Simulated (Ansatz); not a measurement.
F$_{2}$HOSSi, SMILES `O[Si](F)(F)[S]` radical. The species carries charge 0 and has multiplicity 2. The structure was optimised at the PBE0-D4/def2-TZVP level. It is one conformer, not always the lowest.

```xyz
6

O    -1.095    0.660    0.311
Si    0.143   -0.334    0.015
F    -0.081   -1.572    0.960
F     0.153   -0.888   -1.465
S     1.994    0.623    0.312
H    -1.115    1.510   -0.133
```

(1) What is the dipole moment at B3LYP/def2-TZVPP? (Best estimate.)

(2) And with PBE, r2SCAN, ωB97M-V? (Estimate.)

(3) Give the Mulliken charges with B3LYP, PBE, r2SCAN in def2-TZVPP. (Best estimate.)

## Answers

(1) The calculation gave: 2.21 D, with components (-0.01, 2.16, -0.49) D in this frame, pointing from negative to positive charge.

(2) Ansatz gave: PBE 2.13 D, r2SCAN 2.16 D, ωB97M-V 2.20 D.

(3) Computed: 
```tsv
atom	B3LYP	PBE	r2SCAN
O1	-0.35	-0.30	-0.37
Si2	0.89	0.75	0.90
F3	-0.29	-0.25	-0.29
F4	-0.29	-0.24	-0.29
S5	-0.16	-0.16	-0.17
H6	0.20	0.20	0.21
```

B3LYP here is the variant with VWN-RPA as its local correlation; programs differ in this.
